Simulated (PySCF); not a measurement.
Species: C6H7NOS.
SMILES: `C[S@@](=O)c1ccncc1`

Theory: TDDFT wB97X-D/def2-SVPD, vertical, gas phase, core orbitals frozen in the response (PySCF). Isolated species at its PBE0-D3(BJ)/def2-SVP geometry (one conformer only). Torsions of this conformer, `[CH3:1][S@@:2](=[O:3])[c:4]1[cH:5][cH:6][n:7][cH:8][cH:9]1`: C1–S2–C4–C5 76°.

Computed states:

```json
{"state": "S1", "E (eV)": "4.85", "f": "0.0076"}
{"state": "S2", "E (eV)": "5.18", "f": "0.064"}
{"state": "S3", "E (eV)": "5.27", "f": "0.0002"}
{"state": "S4", "E (eV)": "5.47", "f": "0.033"}
{"state": "S5", "E (eV)": "6.04", "f": "0.019"}
{"state": "S6", "E (eV)": "6.15", "f": "0.044"}
{"state": "S7", "E (eV)": "6.31", "f": "0.012"}
{"state": "S8", "E (eV)": "6.46", "f": "0.019"}
{"state": "S9", "E (eV)": "6.67", "f": "0.029"}
{"state": "S10", "E (eV)": "7.00", "f": "0.065"}
```

Each state is given a Gaussian of 0.4 eV full width at half maximum, with ε(max) = 2.175×10⁸ f / Δν̃ (Δν̃ the width in cm⁻¹). The width is an assumption, not a result. The curve ends short of the highest state used, and states not computed would add to its high-energy end.

Problem. Give the broadened spectrum and its maxima.

Solution. 
| λ (nm) | ε (L mol⁻¹ cm⁻¹) |
| --- | --- |
| 193.7 | 3633 |
| 198.0 | 4476 |
| 202.3 | 4719 |
| 206.5 | 3519 |
| 210.8 | 1843 |
| 215.1 | 1076 |
| 219.4 | 1470 |
| 223.6 | 2456 |
| 227.9 | 3527 |
| 232.2 | 4451 |
| 236.4 | 4978 |
| 240.7 | 4734 |
| 245.0 | 3714 |
| 249.3 | 2467 |
| 253.5 | 1511 |
| 257.8 | 899 |
| 262.1 | 536 |
| 266.3 | 311 |
| 270.6 | 161 |
| 274.9 | 74 |
| 279.1 | 31 |
| 283.4 | 11 |
| 287.7 | 3 |
| 292.0 | 1 |

Maxima: 237 nm (5.22 eV), ε about 5000, made up of S2 (83%) and S4 (15%); 201 nm (6.17 eV), ε about 4800, made up of S5 (20%), S6 (62%) and S7 (11%) (ε in L mol⁻¹ cm⁻¹; maxima over ε = 5, shares over 10%).

Problem. Coming from long wavelengths, where does ε first pass 100 L mol⁻¹ cm⁻¹?

Solution. At about 273 nm (4.54 eV), 0.31 eV below S1.

Problem. On this curve, what absorbance would a 10⁻⁴ mol/L sample give at 222 nm over a 1 cm path?

Solution. 222 nm is 5.585 eV, where ε is about 2100 L mol⁻¹ cm⁻¹, so A = ε c l ≈ 0.21 (Beer–Lambert, with the gas-phase spectrum and the assumed width).

Problem. What would ε be at 5.22 eV, the highest of these maxima, with half the width (0.2 eV)?

Solution. About 7800 L mol⁻¹ cm⁻¹ against 5000, a factor of about 1.6; a lone state at its own centre would give exactly 2.

All these states lie below the vertical ionisation energy of 9.13 eV (ΔSCF).
